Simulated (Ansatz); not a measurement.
`[NH2][GeH]([F])[SiH3]` → `[NH2][GeH2][F]` + `[SiH2]`  (silylene loss)

Calculated with Ansatz (gas phase, PBE0-D4/def2-TZVP geometries, no zero-point term in ΔE). CCSD(T)/CBS adds triple-zeta CCSD(T) − MP2 to the extrapolated MP2 energy (def2 sets, frozen cores). This one scheme is used for every species. DFT in def2-TZVPP. B3LYP here is the variant with VWN-RPA as its local correlation; programs differ in this. For Ge outer-core shells are correlated without core-valence functions, which leaves a few kJ/mol of doubt a bond. Scalar relativity is left out up to krypton. One conformer a species, not always the lowest.

Q: Is it downhill or uphill in electronic energy at CCSD(T)/CBS, and by how much? (Best estimate.)

A: Ansatz gave: Uphill: ΔE = +248.5 kJ/mol.

Q: What do these levels give: B3LYP-D4, ωB97X-V, ωB97M-V, B2PLYP, PBE, MP2/def2-TZVPP, SCS-MP2/def2-TZVPP, CCSD(T)/def2-TZVPP, MP2/def2-QZVPP, SCS-MP2/def2-QZVPP, HF/CBS(def2), CCSD/CBS(def2)? (Best estimate.)

A: Ansatz gave: B3LYP-D4 247.4, ωB97X-V 258.6, ωB97M-V 242.2, B2PLYP 243.2, PBE 254.0, MP2/def2-TZVPP 256.4, SCS-MP2/def2-TZVPP 243.9, CCSD(T)/def2-TZVPP 240.7, MP2/def2-QZVPP 260.7, SCS-MP2/def2-QZVPP 248.2, HF/CBS(def2) 221.5, CCSD/CBS(def2) 243.5 kJ/mol.

Largest T1 diagnostic among the species: 0.014.

In def2-TZVPP, CCSD(T) changes the Hartree–Fock value by +19.0 kJ/mol (the triples alone add +5.0 kJ/mol) and MP2 by +34.6 kJ/mol. From PBE to PBE0 (25 % exact exchange), in def2-TZVPP and without D4, ΔE moves by +5.0 kJ/mol. The D4 term adds +12.2 kJ/mol with B3LYP and +6.7 kJ/mol with PBE0; it sums over pairs of atoms, weighted by their polarisabilities, and B3LYP, whose exchange is more repulsive, gets the larger term.
